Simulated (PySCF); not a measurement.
Rows and methods have been separated. Pair them.

C₃H₇BSi.
Numbering: `[BH2:1][C@H:2]1[SiH2:3][C:4]1=[CH2:5]` (hydrogens: H6, H7 on B1; H8 on C2; H9, H10 on Si3; H11, H12 on C5)

The closed-shell ground state was solved 7 times with PySCF (density fitting, gas phase), always in the pcSseg-2 basis (285 functions), with these functionals: BHandHLYP, CAM-B3LYP, HF, LC-wPBE, OPBE, mPW1PW91 and wB97X-D. The structure is a single PBE0-D3(BJ)/def2-SVP conformer in the gas phase; no vibrational or solvent corrections.

```tsv
row	total energy (Eh)	HOMO (eV)	LUMO (eV)	dipole (D)
P	-432.8292	-7.27	-1.16	1.94
Q	-432.7470	-6.24	-2.03	1.93
R	-431.2578	-9.35	2.05	1.92
S	-432.7576	-8.08	-0.12	1.94
T	-432.7992	-9.01	0.63	1.95
U	-432.7677	-8.46	-0.04	1.97
V	-432.6524	-9.76	1.03	1.99
```

Question: Which functional belongs to which row?

Answer: P = mPW1PW91, Q = OPBE, R = HF, S = BHandHLYP, T = wB97X-D, U = CAM-B3LYP, V = LC-wPBE. By rising HOMO–LUMO gap: OPBE (GGA) 4.21 eV; mPW1PW91 (global hybrid, 25 % exact exchange) 6.11 eV; BHandHLYP (global hybrid, 50 % exact exchange) 7.96 eV; CAM-B3LYP (range-separated hybrid) 8.42 eV; wB97X-D (range-separated hybrid) 9.64 eV; LC-wPBE (range-separated hybrid) 10.79 eV; HF (all exact exchange) 11.40 eV. Total energies of different functionals aren't bounds to one another; each is stationary for its own functional.

The pairwise dispersion term of wB97X-D wasn't added to the energies; at a given geometry it leaves orbitals and properties as they are.
